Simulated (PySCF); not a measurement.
## Bi: excitation energy

Bi [Xe] 4f14 5d10 6s2 6p3 (4S) → Bi [Xe] 4f14 5d10 6s1 6p3 6d1 (6D), as a difference of total energies. Computed with PySCF 2.14 in aug-cc-pVQZ-PP with ECP60MDF (7s7p5d3f2g, 92 functions), with scalar relativity through the core potential. Correlated levels: valence: 5s2 5p6 5d10 frozen. The calculations carry no spin-orbit coupling.

| method | excitation energy (eV) |
| --- | --- |
| UHF | 12.830 |
| LDA | 15.528 |
| PBE | 15.047 |
| PBE0 | 14.767 |
| r2SCAN | 14.789 |
| CAM-B3LYP | 15.244 |
| B3LYP | 15.168 |
| wB97M-V | 14.739 |
| LC-wPBE | 14.815 |
| MP2 (valence) | 13.777 |
| SCS-MP2 (valence) | 14.099 |

How much does correlation contribute at MP2 (valence)?

13.777 − (12.830) = 0.947 eV, measured against UHF.

Spin-orbit coupling is strong in these open shells (close to jj coupling). The scalar numbers leave it out and a first-order estimate fails, so it can dominate the gap to the real levels.

The upper state lies above the first ionisation limit.

The promoted electron is Rydberg-like, and one or two diffuse shells describe it only roughly, which tends to raise the upper state.
